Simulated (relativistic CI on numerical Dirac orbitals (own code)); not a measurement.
## Pd3+: resonant inelastic scattering at the M2,3 edge

Computed with this model: Dirac-Coulomb-Breit CI, separate exchange-only KLI orbitals for each configuration, a model potential for QED, valence Slater integrals scaled by 0.8, Kramers-Heisenberg scattering through one core-hole configuration in a parametric crystal field; configurations [Kr] 4d7 → [Ne] 3s2 3p5 3d10 4s2 4p6 4d8; 80 K; core-hole width 2 eV; summed over polarisations. Incident energies are the highest absorption maxima for each field (at most a few, so the weaker spin-orbit partner edge can be absent), on the computed scale of the free ion. Intensities are in per cent of the strongest line above 0.02 eV; levels within 1 cm⁻¹ are merged; final levels count from the ground level, the first row holds all elastic scattering, lines under 0.4 are left out and each table stops after 24 rows. The scale of the Slater integrals is a model choice and moves the terms in proportion.

Field parameters in Wybourne normalisation: Td as Oh with Dq negative (B⁴₀ = 21Dq, B⁴₄ = √(5/14) B⁴₀). The field is a parameter set, without covalency.

S is read from ⟨S²⟩ = S(S + 1).

Td, 10Dq = -2650 cm⁻¹:

```csv
Final level (eV),Degeneracy,Irrep,S,537.3 eV
0.000,4,Γ8,1.48,1038.4
0.253,4,Γ8,1.47,100.0
0.326,2,Γ6,1.47,33.4
0.532,4,Γ8,1.49,48.3
0.550,2,Γ7,1.49,13.6
0.583,2,Γ6,1.49,22.7
0.773,4,Γ8,1.48,28.9
0.897,2,Γ7,1.48,22.7
0.984,4,Γ8,1.47,6.6
1.808,2,Γ6,0.56,4.9
1.811,4,Γ8,0.60,24.2
1.860,4,Γ8,1.14,7.3
1.937,4,Γ8,1.41,45.3
1.949,2,Γ7,1.47,41.3
2.050,4,Γ8,0.60,45.7
2.137,2,Γ6,1.34,2.5
2.157,4,Γ8,0.72,10.9
2.237,2,Γ6,0.62,0.6
2.311,2,Γ7,0.53,1.7
2.443,2,Γ7,0.53,12.4
2.463,4,Γ8,0.64,12.6
2.554,4,Γ8,0.54,14.3
2.647,2,Γ6,0.52,8.4
2.658,4,Γ8,0.69,4.3
```

Td, 10Dq = -6000 cm⁻¹:

| Final level (eV) | Degeneracy | Irrep | S | 537.5 eV | 565.9 eV |
| --- | --- | --- | --- | --- | --- |
| 0.000 | 4 | Γ8 | 1.49 | 902.6 | 37.9 |
| 0.636 | 4 | Γ8 | 1.46 | 100.0 | 7.0 |
| 0.733 | 2 | Γ6 | 1.47 | 47.2 | 4.4 |
| 0.861 | 4 | Γ8 | 1.48 | 89.4 | 20.9 |
| 0.906 | 2 | Γ7 | 1.49 | 26.6 | 8.8 |
| 1.121 | 2 | Γ6 | 1.46 | 32.5 | 1.7 |
| 1.305 | 4 | Γ8 | 1.47 | 46.3 | 4.7 |
| 1.450 | 2 | Γ7 | 1.46 | 30.1 | 2.8 |
| 1.528 | 4 | Γ8 | 1.46 | 24.7 | 14.7 |
| 1.872 | 4 | Γ8 | 0.58 | 30.2 | 27.7 |
| 1.907 | 2 | Γ6 | 0.59 | 8.2 | 7.8 |
| 2.042 | 4 | Γ8 | 0.68 | 4.6 | 4.4 |
| 2.382 | 4 | Γ8 | 1.01 | 35.7 | 11.9 |
| 2.440 | 2 | Γ7 | 1.26 | 22.6 | 1.5 |
| 2.451 | 4 | Γ8 | 1.23 | 25.9 | 4.1 |
| 2.482 | 4 | Γ8 | 1.03 | 31.0 | 20.4 |
| 2.504 | 2 | Γ6 | 0.78 | 3.4 | 0.3 |
| 2.558 | 2 | Γ7 | 0.90 | 10.1 | 16.1 |
| 2.634 | 2 | Γ6 | 1.18 | 4.1 | 0.3 |
| 2.743 | 2 | Γ7 | 0.53 | 7.2 | 6.1 |
| 2.765 | 4 | Γ8 | 0.63 | 17.8 | 17.2 |
| 2.888 | 4 | Γ8 | 0.67 | 8.5 | 3.3 |
| 3.026 | 2 | Γ6 | 0.66 | 3.2 | 2.5 |
| 3.090 | 4 | Γ8 | 0.62 | 4.7 | 4.0 |

Td, 10Dq = -9350 cm⁻¹:

| Final level (eV) | Degeneracy | Irrep | S | 537.7 eV | 566.1 eV |
| --- | --- | --- | --- | --- | --- |
| 0.000 | 4 | Γ8 | 1.49 | 761.4 | 48.2 |
| 1.022 | 4 | Γ8 | 1.42 | 98.6 | 5.0 |
| 1.127 | 2 | Γ6 | 1.46 | 49.1 | 4.7 |
| 1.236 | 4 | Γ8 | 1.47 | 100.0 | 19.2 |
| 1.297 | 2 | Γ7 | 1.49 | 30.7 | 7.1 |
| 1.669 | 2 | Γ6 | 1.33 | 29.0 | 1.9 |
| 1.800 | 4 | Γ8 | 1.26 | 31.0 | 4.2 |
| 1.934 | 4 | Γ8 | 0.68 | 23.0 | 26.5 |
| 1.956 | 2 | Γ7 | 1.40 | 31.6 | 2.8 |
| 2.017 | 2 | Γ6 | 0.81 | 14.7 | 9.6 |
| 2.028 | 4 | Γ8 | 1.33 | 43.4 | 19.7 |
| 2.166 | 4 | Γ8 | 1.03 | 22.2 | 13.6 |
| 2.683 | 2 | Γ7 | 0.67 | 15.8 | 19.1 |
| 2.713 | 4 | Γ8 | 0.62 | 35.6 | 21.8 |
| 2.879 | 2 | Γ6 | 0.64 | 2.6 | 0.2 |
| 2.945 | 4 | Γ8 | 1.06 | 9.5 | 1.6 |
| 3.039 | 4 | Γ8 | 1.16 | 20.4 | 10.1 |
| 3.092 | 2 | Γ7 | 1.19 | 5.8 | 2.1 |
| 3.101 | 4 | Γ8 | 0.88 | 12.9 | 13.8 |
| 3.143 | 2 | Γ6 | 1.10 | 3.6 | 0.2 |
| 3.169 | 2 | Γ7 | 0.96 | 7.0 | 4.6 |
| 3.326 | 4 | Γ8 | 0.87 | 12.5 | 4.0 |
| 3.449 | 2 | Γ6 | 0.89 | 3.7 | 1.8 |
| 3.524 | 4 | Γ8 | 0.71 | 3.7 | 2.6 |

For the first field the strongest loss at the lowest incident energy is the level at 0.25 eV (S = 1.47, against 1.48 in the thermal ground state). Levels of other spin, the first over 8 % at 1.81 eV, appear because spin-orbit coupling of the core hole, and in heavier ions of the valence shell too, mixes spins.
